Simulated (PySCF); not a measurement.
## Dipole moment and polarisability of W(NMe)F4

W(NMe)F4, CH3F4NW (singlet state).
Structure used (PBE0-D3(BJ)/def2-SVP), in Å, numbered top down from 1:
```
atom  x, y, z in Å
W1     0.0222   -0.0054   -1.3483
N2     0.0103   -0.0050    0.3543
C3     0.0003   -0.0101    1.7689
H4    -1.0254    0.1398    2.1411
H5     0.3772   -0.9733    2.1481
H6     0.6395    0.7989    2.1568
F7     1.8395   -0.0098   -1.7906
F8     0.0301    1.8072   -1.8099
F9    -1.7902   -0.0008   -1.8089
F10    0.0211   -1.8183   -1.8072
```

Level: CAM-B3LYP/def2-SVPD (PySCF), static field, nuclei fixed, core orbitals frozen in the response. The polarisability tensor in these axes (au):

```
x   55.04  0.00 -0.19
y    0.00 55.00 -0.05
z   -0.19 -0.05 79.09
```

Question: Diagonalise the tensor; give its mean and Δα, where Δα² is half the sum of the squared differences of the eigenvalues.

Answer: Principal values 55.00, 55.04 and 79.09 au; mean 63.04 au = 9.34 Å³ = 10.39 × 10⁻⁴⁰ C²·m²/J; Δα = 24.07 au (38 % of the mean).

Question: What is the dipole moment, and where does it point?

Answer: (-0.03, -0.01, 3.85) D, 3.85 D in size, pointing from the negative to the positive side. Measured along this direction, the outermost atoms are F8, F7, F10 and F9 at the negative end and H6, H4 and H5 at the positive end.

Question: Sum over states: ᾱ = Σ f/ω², ω in Eh. What share falls to these 10 lowest TDDFT singlets (eV, f)? 4.40, 0.0005; 4.41, 0.0006; 5.48, 0.0000; 5.77, 0.0007; 5.80, 0.0007; 6.69, 0.0028; 6.70, 0.0028; 7.10, 0.0001; 7.12, 0.0000; 7.33, 0.0134.

Answer: They add up to 0.35 au, 0.6 % of the 63.04 au; the largest single term is 0.18 au, from the state at 7.33 eV. Terms in order: 0.02, 0.02, 0.00, 0.02, 0.02, 0.05, 0.05, 0.00, 0.00, 0.18 au. Higher excitations give the rest. The strengths listed sum to 0.022.

Question: How large is μ²/3kT at 273 K beside α?

Answer: In Gaussian units μ²/3kT = 131.03 Å³ against 9.34 Å³, a ratio of 14.03; the Debye molar polarisation (4π/3)N_A(α + μ²/3kT) is 354.1 cm³/mol, leaving out the vibrational part.

Question: What depolarisation ratio follows for Rayleigh scattering of linearly polarised light, taking the static tensor?

Answer: ρ = 3Δα²/(45ᾱ² + 4Δα²) = 1738.3/(178844 + 2317.8) = 0.0096.

Question: Find the Langevin capture rate constant for H3+ (3.023 u) meeting this molecule (288.971 u), k = 2.342 × 10⁻⁹ cm³/s × √(α in Å³ / reduced mass in u).

Answer: The reduced mass is 2.99 u, so k = 4.14 × 10⁻⁹ cm³/s. The formula leaves out the permanent dipole, which adds to the capture rate.

Isolated species at its PBE0-D3(BJ)/def2-SVP geometry, gas phase. Atoms past krypton carry effective core potentials; spin–orbit coupling is left out.

These values come from a run that also computed excited states and ΔSCF ions. Hardware: one thread of an Arm Neoverse V2, no GPU, shared host with 96 logical CPUs at a one-minute load of 64. Cost: 2.0 min wall (with the writing of density and orbital grids), 1.1 GiB resident at most.
